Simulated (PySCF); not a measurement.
F5V, charge -1, doublet, geometry from GFN2-xTB (such geometries of metal compounds can be far from the true shape) (the multiplicity is a formal guess) (in this run its highest filled SCF level lies above zero, so its values depend strongly on the basis, on diffuse functions most of all), with bond 6-1 at 2.0 times its length; B3LYP/STO-3G in PySCF.

Here is a job for PySCF.
```python
from pyscf import gto, scf, dft

mol = gto.Mole()
mol.atom = '''
    V    -0.044001    0.016631    0.057167
    F     1.150695   -0.707214    1.225068
    F    -1.273355    0.753575   -1.065708
    F     0.308927    1.530622    0.649151
    F     1.021446   -0.386073   -1.327064
    F    -2.146529   -2.483454    0.687754
'''
mol.basis = 'sto-3g'
mol.charge = -1
mol.spin = 1
mol.verbose = 4
mol.build()

mf = dft.UKS(mol)
mf.xc = 'b3lyp'
mf.conv_tol_grad = 1e-3
mf.kernel()
mf.analyze()
```

Output, abridged:

```
PySCF version 2.14.0

[INPUT] verbose = 4
[INPUT] num. atoms = 6
[INPUT] num. electrons = 69
[INPUT] charge = -1
[INPUT] spin (= nelec alpha-beta = 2S) = 1
[INPUT] symmetry False subgroup None
[INPUT] Mole.unit = angstrom
[INPUT] Symbol           X                Y                Z      unit          X                Y                Z       unit  Magmom
[...]
nuclear repulsion = 416.924432183105
number of shells = 23
number of NR pGTOs = 129
number of NR cGTOs = 43
basis = sto-3g
ecp = {}

******** <class 'pyscf.dft.uks.UKS'> ********
method = UKS
initial guess = minao
damping factor = 0
level_shift factor = 0
DIIS = <class 'pyscf.scf.diis.CDIIS'>
diis_start_cycle = 1
diis_space = 8
diis_damp = 0
SCF conv_tol = 1e-09
SCF conv_tol_grad = 0.001
SCF max_cycles = 50
direct_scf = True
direct_scf_tol = 1e-13
number electrons alpha = 35  beta = 34
XC library pyscf.dft.libxc version 7.1.2
    S. Lehtola, C. Steigemann, M. J. T. Oliveira, and M. A. L. Marques,  SoftwareX 7, 1–5 (2018)
XC functionals = b3lyp
    P. J. Stephens, F. J. Devlin, C. F. Chabalowski, and M. J. Frisch,  J. Phys. Chem. 98, 11623 (1994)
radial grids:
    Treutler-Ahlrichs [JCP 102, 346 (1995); DOI:10.1063/1.469408] (M4) radial grids

becke partition: Becke, JCP 88, 2547 (1988); DOI:10.1063/1.454033
pruning grids: <function nwchem_prune>
grids dens level: 3
symmetrized grids: False
atomic radii adjust function: <function treutler_atomic_radii_adjust>
small_rho_cutoff = 0
tot grids = 92216
init E= -1424.87530676399

cycle= 1 E= -1425.48180392033  delta_E= -0.606  |g|= 0.768  |ddm|= 2.29
cycle= 2 E= -1404.08531432419  delta_E= 21.4  |g|= 2.97  |ddm|= 4.46
cycle= 3 E= -1425.80881081706  delta_E= -21.7  |g|= 0.306  |ddm|= 4.24
cycle= 4 E= -1410.41126788038  delta_E= 15.4  |g|= 2.06  |ddm|= 3.71
cycle= 5 E= -1425.94884020643  delta_E= -15.5  |g|= 0.259  |ddm|=  3.6
cycle= 6 E= -1410.49304786334  delta_E= 15.5  |g|= 1.99  |ddm|= 3.61
cycle= 7 E= -1411.83469882665  delta_E= -1.34  |g|= 2.86  |ddm|= 0.854
cycle= 8 E= -1410.83625956221  delta_E= 0.998  |g|= 2.24  |ddm|= 0.59
cycle= 9 E= -1415.20791175979  delta_E= -4.37  |g|= 3.07  |ddm|= 1.59

cycle= 10 E= -1418.25181012408  delta_E= -3.04  |g|= 3.32  |ddm|= 1.02

cycle= 11 E= -1420.19505849062  delta_E= -1.94  |g|= 2.29  |ddm|= 1.44
cycle= 12 E= -1425.9908014097  delta_E= -5.8  |g|= 0.235  |ddm|= 2.71
cycle= 13 E= -1423.6576075564  delta_E= 2.33  |g|=  1.6  |ddm|= 2.22
cycle= 14 E= -1426.02730797939  delta_E= -2.37  |g|= 0.242  |ddm|= 2.09
cycle= 15 E= -1426.07612174433  delta_E= -0.0488  |g|= 0.0579  |ddm|= 0.424
cycle= 16 E= -1426.06734329491  delta_E= 0.00878  |g|= 0.0817  |ddm|= 0.285
cycle= 17 E= -1426.07965342987  delta_E= -0.0123  |g|= 0.0585  |ddm|= 0.416
cycle= 18 E= -1426.08153189993  delta_E= -0.00188  |g|= 0.0243  |ddm|= 0.0653
cycle= 19 E= -1426.08229546634  delta_E= -0.000764  |g|= 0.0147  |ddm|= 0.0549
cycle= 20 E= -1426.08248817837  delta_E= -0.000193  |g|= 0.00402  |ddm|= 0.0226
cycle= 21 E= -1426.08251071486  delta_E= -2.25e-05  |g|= 0.000428  |ddm|= 0.0125
cycle= 22 E= -1426.08251113733  delta_E= -4.22e-07  |g|= 0.000158  |ddm|= 0.00205
cycle= 23 E= -1426.08251126395  delta_E= -1.27e-07  |g|= 7.19e-05  |ddm|= 0.00144
cycle= 24 E= -1426.08251130405  delta_E= -4.01e-08  |g|= 4.37e-05  |ddm|= 0.000815
cycle= 25 E= -1426.08251131644  delta_E= -1.24e-08  |g|= 3.76e-05  |ddm|= 0.000348
cycle= 26 E= -1426.08251133169  delta_E= -1.52e-08  |g|= 2.81e-05  |ddm|= 0.000523
cycle= 27 E= -1426.08251134436  delta_E= -1.27e-08  |g|= 1.37e-05  |ddm|= 0.00068
cycle= 28 E= -1426.08251134841  delta_E= -4.05e-09  |g|= 1.34e-05  |ddm|= 0.000356
cycle= 29 E= -1426.08251135088  delta_E= -2.46e-09  |g|= 7.18e-06  |ddm|= 0.000329
cycle= 30 E= -1426.08251135149  delta_E= -6.15e-10  |g|= 6.56e-06  |ddm|= 0.000144
Extra cycle  E= -1426.08251135127  delta_E= 2.24e-10  |g|= 2.2e-05  |ddm|= 5.85e-05
converged SCF energy = -1426.08251135127  <S^2> = 0.84718821  2S+1 = 2.094935
**** SCF Summaries ****
Total Energy =                       -1426.082511351266703
Nuclear Repulsion Energy =             416.924432183104670
One-electron Energy =                -2822.526354567706221
Two-electron Energy =                  979.519411033334791
Two-electron Coulomb Energy =         1077.799456505359103
DFT Exchange-Correlation Energy =      -98.280045472024270
**** MO energy ****
                             alpha | beta                alpha | beta
[...]
To work with the spin densities directly, `use mulliken_meta_spin()` only printing them here.

 ** Mulliken spin pop alpha/beta on meta-lowdin orthogonal AOs **
 ** Mulliken Spin Density (per AO)  **
spin_pop of  0 V 1s       -0.00000
spin_pop of  0 V 2s       -0.00000
spin_pop of  0 V 3s        0.00003
spin_pop of  0 V 4s       -0.05536
spin_pop of  0 V 2px      -0.00000
spin_pop of  0 V 2py      -0.00000
spin_pop of  0 V 2pz      -0.00000
spin_pop of  0 V 3px       0.00003
spin_pop of  0 V 3py      -0.00002
spin_pop of  0 V 3pz      -0.00000
spin_pop of  0 V 4px      -0.02436
spin_pop of  0 V 4py      -0.02807
spin_pop of  0 V 4pz       0.00011
spin_pop of  0 V 3dxy      0.18641
spin_pop of  0 V 3dyz      0.16157
spin_pop of  0 V 3dz^2     0.03485
spin_pop of  0 V 3dxz      0.06824
spin_pop of  0 V 3dx2-y2    0.04560
spin_pop of  1 F 1s       -0.00000
spin_pop of  1 F 2s       -0.00110
spin_pop of  1 F 2px      -0.01015
spin_pop of  1 F 2py      -0.00546
spin_pop of  1 F 2pz      -0.00317
spin_pop of  2 F 1s       -0.00000
spin_pop of  2 F 2s       -0.00110
spin_pop of  2 F 2px      -0.00442
spin_pop of  2 F 2py      -0.00878
spin_pop of  2 F 2pz      -0.00558
spin_pop of  3 F 1s        0.00000
spin_pop of  3 F 2s       -0.00377
spin_pop of  3 F 2px       0.00427
spin_pop of  3 F 2py      -0.01628
spin_pop of  3 F 2pz       0.00470
spin_pop of  4 F 1s       -0.00000
spin_pop of  4 F 2s       -0.00167
spin_pop of  4 F 2px      -0.01181
spin_pop of  4 F 2py       0.02057
spin_pop of  4 F 2pz      -0.00764
spin_pop of  5 F 1s       -0.00000
spin_pop of  5 F 2s        0.00018
spin_pop of  5 F 2px       0.24823
spin_pop of  5 F 2py       0.39825
spin_pop of  5 F 2pz       0.01572
 ** Mulliken Spin Density (per atom)  **
spin density of  0 V =      0.38901
spin density of  1 F =     -0.01988
spin density of  2 F =     -0.01988
spin density of  3 F =     -0.01108
spin density of  4 F =     -0.00055
spin density of  5 F =      0.66238
 ** Mulliken pop alpha/beta on meta-lowdin orthogonal AOs **
 ** Mulliken pop       alpha | beta **
In total            35.00000 | 34.00000
 ** Mulliken atomic charges   ( Nelec_alpha | Nelec_beta ) **
charge of  0V =      0.70682  (    11.34110     10.95208 )
charge of  1F =     -0.36584  (     4.67298      4.69286 )
charge of  2F =     -0.36584  (     4.67298      4.69286 )
charge of  3F =     -0.30157  (     4.64524      4.65633 )
charge of  4F =     -0.35603  (     4.67774      4.67829 )
charge of  5F =     -0.31754  (     4.98996      4.32758 )

WARN: System has nonzero charge -1; the dipole moment is origin-dependent.
Location of origin: [0. 0. 0.]

Dipole moment(X, Y, Z, Debye):  2.96425,  3.62529, -0.82488
```
